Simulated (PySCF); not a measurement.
Delta-SCF ions had no search for a lower state. 

Cartesian coordinates (Å):
```xyz
5

O      1.6480     0.1896    -0.0507
Si     0.0982     0.0113    -0.0030
H     -0.7427     1.2471    -0.2907
H     -0.5060    -0.9936    -0.9736
H     -0.4975    -0.4544     1.3181
```
Charge -1, spin multiplicity 1.

Problem. What is the computed vertical detachment energy (Delta-SCF), HOMO and total energy (CAM-B3LYP-D3(BJ)/def2-TZVPD (PySCF))?

Solution. 
```
Quantity                                      Result
--------------------------------------  ------------
vertical detachment energy (Delta-SCF)       3.57 eV
HOMO                                        -2.70 eV
total energy                            -366.6063 Ha
```
